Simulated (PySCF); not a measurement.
Electron correlation in Mg²⁺ (magnesium, charge +2)

[Ne], closed-shell 1S. Computed with PySCF 2.14 in x2c-TZVPPall, with the spin-free X2C one-electron Hamiltonian (Gaussian nucleus). Frozen: 1s2; 8 electrons correlated.

MP2 pair energies summed by pair of shells (mhartree):

```
 pair   energy  share (%)
2p-2p  -122.55       78.5
2s-2p   -26.62       17.1
2s-2s    -6.93        4.4
```

Total MP2 correlation energy: -156.11 mhartree.

Same-spin part -42.78 and opposite-spin part -113.33 mhartree; SCS-MP2 scales them by 1/3 and 6/5 to -150.25 mhartree.

This basis was not built for core-valence correlation, so the inner-shell part is incomplete.
